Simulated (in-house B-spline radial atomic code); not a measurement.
How numerical settings move a run on Ba⁺, [Xe] 6s1. Computed with a B-spline radial code for spherical atoms: scalar-relativistic (X2C) Hartree-Fock, spin-polarised, averaged over the determinants with the given up and down occupations, Fermi nucleus of rms radius 4.8378 fm.

Command:
```bash
python run_scf.py task.json out
```
Settings of the sound reference run:
```
Z                56
electrons        55
configuration    [Xe] 6s1
hamiltonian      x2c
method           hf
spin_polarised   True
nucleus          fermi
rms_radius       4.8378
mass_number      138
atomic_mass      137.9052
speed_of_light   137.036
knot_spacing     0.22
spline_order     8
gauss_points     12
box_radius       35.29
max_iterations   70
damping          0.5
damped_steps     3
diis_vectors     10
tolerance        1e-08
start            Thomas-Fermi
```

Run time, properties included: 0.34 s on 1 thread of Arm Neoverse V1, on a shared host.

It converges in 12 iterations to -8131.519105 hartree, with 6s up at -9.40245 eV. The other runs change the listed settings, some to values that make no sense; their results aren't properties of the atom or ion. Radii are in bohr (the nuclear one in fm), a minus after a letter asks for a j subshell, and «unchanged» means within 1e-8 hartree. The run stops when the residual is below 10 × tolerance × max(1, Z/10), or a noise floor if that is larger, and the energy moves by less than 1e-8 × √|E| hartree; so very loose and very tight tolerances often act alike.

| changed settings | outcome |
| --- | --- |
| max_iterations = 5, damped_steps = 30, tolerance = 0.0001 | not converged after 5 iterations, last residual 1.0e-02, last energy +3.10e-03 hartree from the reference |
| max_iterations = 3 | not converged after 3 iterations, last residual 5.5e-02, last energy +1.19e-01 hartree from the reference |
| max_iterations = 2 | not converged after 2 iterations, last residual 2.1e-01, last energy +1.54e+00 hartree from the reference |
| max_iterations = 8 | not converged after 8 iterations, last residual 2.2e-04, last energy +1.85e-06 hartree from the reference |
| max_iterations = 75, diis_vectors = 0, tolerance = 1e-05 | converged in 16 iterations, energy +7.57e-07 hartree from the reference, 6s up level -6.4e-04 eV |
| spline_order = 4, max_iterations = 75, damping = 0.8, damped_steps = 8, diis_vectors = 4 | converged in 16 iterations, energy +5.14e-03 hartree from the reference, 6s up level +1.5e-04 eV |
| spline_order = 10 | converged in 12 iterations, energy +3.61e-07 hartree from the reference, 6s up level +2.0e-06 eV |
| damped_steps = 0 | converged in 10 iterations, energy unchanged, 6s up level -7.0e-07 eV |
| damped_steps = 8 | converged in 15 iterations, energy unchanged, 6s up level -5.3e-07 eV |
| knot_spacing = 0.4, max_iterations = 5 | not converged after 5 iterations, last residual 1.3e-02, last energy +7.58e-03 hartree from the reference |
| spline_order = 4 | converged in 12 iterations, energy +5.14e-03 hartree from the reference, 6s up level +1.6e-04 eV |
| hamiltonian = dirac, method = scan,scan, spin_polarised = False | stopped with error: meta-GGAs are not served with the Dirac Hamiltonian |
| spline_order = 5 | converged in 12 iterations, energy +1.80e-04 hartree from the reference, 6s up level +7.3e-06 eV |
| electrons = 56, configuration = [Xe] 6s1 7s-1, max_iterations = 60 | stopped with error: j subshells need the Dirac Hamiltonian and l > 0 |
| spline_order = 7, max_iterations = 5, diis_vectors = 2, tolerance = 1e-06 | not converged after 5 iterations, last residual 7.1e-03, last energy +1.94e-03 hartree from the reference |

Q: What happens with electrons = 56, configuration = [Xe] 6s1 2f1, max_iterations = 60?

A: Stopped with error: there is no 2f shell.

Q: What happens with max_iterations = 12?

A: Converged in 12 iterations, energy unchanged.

Q: What happens with damped_steps = 1?

A: Converged in 10 iterations, energy unchanged, 6s up level -4.0e-07 eV.

Q: What happens with max_iterations = 5?

A: Not converged after 5 iterations, last residual 7.5e-03, last energy +1.94e-03 hartree from the reference.
